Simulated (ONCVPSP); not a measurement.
# Ni (Z = 28): from the effect back to the setting (ONCV)

Base potential:

```json
{
  "Element": "nickel (Ni)",
  "Generator": "ONCVPSP 4.0.1",
  "Type": "optimised norm-conserving Vanderbilt (ONCV)",
  "Functional": "LDA (Perdew-Wang 92)",
  "Relativity": "fully relativistic",
  "Frozen core": "[Ne]",
  "Valence charge": "18",
  "Reference configuration": "3s2 3p6 3d8 4s1.75 4p0.25",
  "Partial waves": "3s+4s: rc 1.25 bohr, ncon 5, nbas 8, qcut 7.5 1/bohr, 2 projectors; 3p+4p: rc 1.10 bohr, ncon 3, nbas 7, qcut 13.5 1/bohr, 2 projectors; 3d: rc 1.35 bohr, ncon 4, nbas 8, qcut 13 1/bohr, 2 projectors, debl 1.3 Ha",
  "Local potential": "polynomial inside 0.95 bohr (lpopt 1, dvloc0 0 Ha)",
  "Core correction": "polynomial model core, fcfact 0.35"
}
```

Open shells are filled in proportion to 2j + 1.

Cutoffs, loose and tight: the cutoffs (Ha) at which the residual kinetic energy of the hardest occupied pseudo-wave falls to 1 and 0.1 mHa per electron. They do not see the model core or the augmentation charge, which bear on the density cutoff. Test errors are all-electron minus pseudo excitation energies from the reference, over the configurations 3s2 3p6 3d8 4s2 4p0; 3s2 3p6 3d8 4s1 4p0; 3s2 3p6 3d8 4s0 4p0; 3s2 3p6 3d8 4s1.5 4p0; variants that change the core or the reference have their own tests. The largest error is taken over the tests solved by every variant that gives reliable tests at all, those not shown here included: 3s2 3p6 3d8 4s1 4p0; 3s2 3p6 3d8 4s1.5 4p0; 3s2 3p6 3d8 4s2 4p0.

Only the d radius is moved (2 further runs of the sweep failed or gave no value and are left out):

| d radius (bohr) | cutoff, loose | cutoff, tight | bound ghosts | largest test error (meV) |
| --- | --- | --- | --- | --- |
| 0.94 | 84 Ha | 247 Ha | none | +0.6 |
| 1.2 | 67 Ha | 102 Ha | none | +0.8 |
| 1.36 | 60 Ha | 102 Ha | none | +0.9 |
| 1.52 | 54 Ha | 102 Ha | none | +1.2 |
| 1.94 | 51 Ha | 102 Ha | none | +0.7 |

Q: One more run gave cutoff, loose: 72 Ha; cutoff, tight: 102 Ha; bound ghosts: none; largest test error (meV): +0.7. Which value of the d radius was used?

A: 1.1 bohr. The loose cutoff moves one way along this sweep, from 84 Ha at 0.94 to 51 Ha at 1.94 bohr, which places the run between 0.94 and 1.2 bohr.
